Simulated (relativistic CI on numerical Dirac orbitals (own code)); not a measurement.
Crystal-field levels of Ir6+, 5d3

Calculated by Dirac-Coulomb-Breit CI, orbitals from a KLI potential per configuration, QED by a radiative potential, valence Slater integrals scaled by 0.9, one configuration in a parametric crystal field (own radial code). With so little scaling, terms lie 10 to 35 % too far apart, which can change the order of excited levels.

Field parameters in Wybourne normalisation: Oh B⁴₀ = 21Dq, B⁴₄ = √(5/14) B⁴₀. The field is a parameter set, without covalency.

S and J are read from ⟨S²⟩ = S(S + 1) and ⟨J²⟩ = J(J + 1) of each level; they are not fictitious spins.

Oh, 10Dq = 10000 cm⁻¹, the lowest 10 levels:

```
E (cm⁻¹)  Degeneracy  Irrep     S     J
     0.0           4     Γ8  1.39  2.14
    9386           4     Γ8  1.35  2.78
   12275           2     Γ7  1.46  2.71
   15353           4     Γ8  1.33  3.32
   15508           2     Γ6  1.29  3.54
   16527           4     Γ8  1.05  3.84
   18907           2     Γ7  1.34  3.32
   18970           4     Γ8  0.99  3.70
   21367           2     Γ6  1.22  2.07
   22654           2     Γ6  0.88  4.24
```

Oh, 10Dq = 18000 cm⁻¹, the lowest 16 levels:

```tsv
E (cm⁻¹)	Degeneracy	Irrep	S	J
0.0	4	Γ8	1.42	2.63
12761	4	Γ8	1.07	3.23
17187	4	Γ8	0.75	3.68
18497	2	Γ7	1.44	2.85
18573	2	Γ6	0.91	3.45
20979	4	Γ8	1.41	3.67
23025	4	Γ8	1.14	3.11
24776	2	Γ6	1.28	3.02
25642	2	Γ7	1.21	3.24
28860	2	Γ6	1.15	3.62
29793	4	Γ8	1.04	3.75
33011	4	Γ8	1.13	3.27
35940	2	Γ7	0.88	3.90
35996	4	Γ8	1.14	3.78
36000	2	Γ6	0.84	4.00
38419	4	Γ8	0.97	4.22
```

Oh, 10Dq = 25950 cm⁻¹, the lowest 16 levels:

```tsv
E (cm⁻¹)	Degeneracy	Irrep	S	J
0.0	4	Γ8	1.43	2.88
14684	4	Γ8	0.81	3.54
17889	4	Γ8	0.62	3.81
19616	2	Γ6	0.65	3.41
25021	2	Γ7	1.35	2.97
27014	4	Γ8	1.35	3.61
29055	4	Γ8	1.34	2.90
30334	2	Γ7	1.03	3.44
30795	2	Γ6	1.41	3.32
33406	4	Γ8	0.85	3.75
36016	2	Γ6	1.22	3.28
39068	4	Γ8	1.22	3.15
40563	2	Γ7	1.14	3.64
41969	4	Γ8	1.35	3.62
43336	2	Γ6	0.77	4.24
45114	4	Γ8	0.86	3.93
```

The free-ion ground term has S = 3/2. Every field shown keeps that spin.

Levels of this model without a field, named by their leading LS term: 4F_3/2 0, 4F_5/2 7400, 4F_7/2 13290, 4F_9/2 17036, 4P_3/2 17383, 4P_1/2 20072, 2G_7/2 26808, 2H_9/2 27769 cm⁻¹.
